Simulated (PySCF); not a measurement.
Numbering as in the mapped SMILES `[N:1]#[C:2][C@@H:3]1[C@@H:4]2[CH2:5][SiH2:6][C@H:7]1[CH2:8][O:9]2`. Each H is labelled by its parent atom. Ha(C5), Ha(Si6), Ha(C8) are cis to C2 on the ring; Hb(C5), Hb(Si6), Hb(C8) are trans to C2 on the ring.

Calculated, not measured (PySCF 2.14.0 with density-fitted response routines): shieldings: GIAO PBE0/pcSseg-1, GFN2-xTB structure. Relativity neglected, isolated molecule, a single conformation.

Problem. Predict the 2D correlation tables (HSQC, COSY, HMBC).

Solution. 

HSQC (one-bond C–H):
```
           δH         δC
 4.71 (H(C4))  82.6 (C4)
4.18 (Hb(C8))  73.8 (C8)
4.01 (Ha(C8))  73.8 (C8)
 2.77 (H(C3))  37.5 (C3)
 1.77 (H(C7))  30.3 (C7)
1.46 (Ha(C5))  17.9 (C5)
1.23 (Hb(C5))  17.9 (C5)
```

COSY cross peaks (H two or three bonds apart, from the bond graph; peaks can be absent where the dihedral angle is near 90°):
```
            δH              δH
  4.71 (H(C4))    2.77 (H(C3))
  4.71 (H(C4))   1.46 (Ha(C5))
  4.71 (H(C4))   1.23 (Hb(C5))
4.57 (Ha(Si6))  3.99 (Hb(Si6))
4.57 (Ha(Si6))    1.77 (H(C7))
4.57 (Ha(Si6))   1.46 (Ha(C5))
4.57 (Ha(Si6))   1.23 (Hb(C5))
 4.18 (Hb(C8))   4.01 (Ha(C8))
 4.18 (Hb(C8))    1.77 (H(C7))
 4.01 (Ha(C8))    1.77 (H(C7))
3.99 (Hb(Si6))    1.77 (H(C7))
3.99 (Hb(Si6))   1.46 (Ha(C5))
3.99 (Hb(Si6))   1.23 (Hb(C5))
  2.77 (H(C3))    1.77 (H(C7))
 1.46 (Ha(C5))   1.23 (Hb(C5))
```

HMBC (two and three bonds, from the bond graph):
```
            δH                                                      δC
  4.71 (H(C4))  124.0 (C2), 73.8 (C8), 37.5 (C3), 30.3 (C7), 17.9 (C5)
4.57 (Ha(Si6))   82.6 (C4), 73.8 (C8), 37.5 (C3), 30.3 (C7), 17.9 (C5)
 4.18 (Hb(C8))                         82.6 (C4), 37.5 (C3), 30.3 (C7)
 4.01 (Ha(C8))                         82.6 (C4), 37.5 (C3), 30.3 (C7)
3.99 (Hb(Si6))   82.6 (C4), 73.8 (C8), 37.5 (C3), 30.3 (C7), 17.9 (C5)
  2.77 (H(C3))  124.0 (C2), 82.6 (C4), 73.8 (C8), 30.3 (C7), 17.9 (C5)
  1.77 (H(C7))  124.0 (C2), 82.6 (C4), 73.8 (C8), 37.5 (C3), 17.9 (C5)
 1.46 (Ha(C5))                         82.6 (C4), 37.5 (C3), 30.3 (C7)
 1.23 (Hb(C5))                         82.6 (C4), 37.5 (C3), 30.3 (C7)
```

Shifts are taken against calculated references (same method and geometry level): 1H (31.72 ppm), 13C (186.93 ppm) vs TMS.

Short H···H contacts in this conformer between protons four or more bonds apart (candidates for NOE cross peaks, intensity ∝ r⁻⁶): H(C3)···Hb(C8) 2.57 Å, Hb(Si6)···Ha(C8) 2.67 Å.

Shifts are as computed. Against solution values, carbons near 30 ppm lie about +3 ppm off and those near 130 ppm about +5 ppm. Of 1309 compounds with measured shifts, 239 miss one by over three times the rms of a fit or turn the order of signals round; such compounds aren't used in these exercises.
